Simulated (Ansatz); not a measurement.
```xyz
11

C    -0.037    1.658   -0.073
S     1.044    0.362    0.606
Si   -0.559   -1.205    1.011
F    -1.901   -0.383    1.346
Al    0.574   -1.360   -1.101
H    -0.437    2.246    0.751
H     0.573    2.285   -0.720
H    -0.856    1.232   -0.652
H    -0.123   -1.811    2.300
H     1.747   -2.424   -1.114
H    -0.024   -0.600   -2.355
```

The species carries charge 0 and has multiplicity 1. The bonds changed during the relaxation, so this is another structure than the one it started from.

Q: List the ωB97M-V/def2-TZVPP orbital energies in eV (Ansatz). (Estimate.)

A: The calculation gave: Occupied: -2427.40, -1808.10, -1531.95, -677.60, -282.72, -221.37, -164.47, -164.37, -164.33, -149.05, -116.56, -103.23, -103.18, -103.07, -76.17, -76.09, -76.02, -36.09, -25.16, -21.25, -18.07, -15.98, -15.61, -15.45, -14.96, -14.48, -13.59, -12.95, -11.64, -10.76, -10.37, -8.81. Lowest empty: 0.78, 1.16, 1.45, 2.20, 2.80, 2.89, 3.31, 3.86.
